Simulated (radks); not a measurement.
Task: Ionisation ladder of lutetium, from Lu XLV to Lu LXVI. Each ion is in the ground configuration listed by NIST, and IE = E(next ion) - E(this ion). Calculated with a radial shooting solver on a logarithmic mesh with Libxc functionals: scalar-relativistic Kohn-Sham, PBEsol, spin-polarised, spherical densities, finite nucleus; open shells are filled with parallel spins first (spin-orbit coupling, left out, can overturn this in heavy ions); Fermi nuclear charge, rms radius 5.37 fm.

| species | configuration | IE, Delta-SCF (eV) | -e(HOMO) (eV) | HOMO |
|---|---|---|---|---|
| Lu XLV | [Ar] 3d9 | 3731.9 | 3673.7 | 3d down |
| Lu XLVI | [Ar] 3d8 | 3852.3 | 3793.7 | 3d down |
| Lu XLVII | [Ar] 3d7 | 3973.7 | 3914.7 | 3d down |
| Lu XLVIII | [Ar] 3d6 | ? | 4036.4 | 3d down |
| Lu XLIX | [Ar] 3d5 | ? | 4192.4 | 3d up |
| Lu L | [Ar] 3d4 | ? | 4319.3 | 3d up |
| Lu LI | [Ar] 3d3 | 4509.9 | 4447.3 | 3d up |
| Lu LII | [Ar] 3d2 | 4639.1 | 4576.2 | 3d up |
| Lu LIII | [Ar] 3d1 | 4769.0 | 4705.9 | 3d up |
| Lu LIV | [Ar] | 5257.4 | 5202.8 | 3p |
| Lu LV | [Ne] 3s2 3p5 | 5371.6 | 5317.3 | 3p down |
| Lu LVI | [Ne] 3s2 3p4 | 5483.9 | 5430.8 | 3p down |
| Lu LVII | [Ne] 3s2 3p3 | 5632.4 | 5576.0 | 3p up |
| Lu LVIII | [Ne] 3s2 3p2 | 5749.4 | 5693.4 | 3p up |
| Lu LIX | [Ne] 3s2 3p1 | 5864.3 | 5809.5 | 3p up |
| Lu LX | [Ne] 3s2 | 6342.9 | 6293.3 | 3s |
| Lu LXI | [Ne] 3s1 | 6468.8 | 6418.7 | 3s up |
| Lu LXII | [Ne] | ? | 14427.0 | 2p |
| Lu LXIII | [He] 2s2 2p5 | 14891.1 | 14741.2 | 2p down |
| Lu LXIV | [He] 2s2 2p4 | 15198.2 | 15051.9 | 2p down |
| Lu LXV | [He] 2s2 2p3 | 15616.2 | 15459.0 | 2p up |
| Lu LXVI | [He] 2s2 2p2 | 15938.9 | 15782.9 | 2p up |

Estimate the withheld Delta-SCF values.

Result: Lu XLVIII: 4095.7 eV (NIST 4086); Lu XLIX: 4253.9 eV (NIST 4211); Lu L: 4381.4 eV (NIST 4403); Lu LXII: 14578.1 eV (NIST 14228).
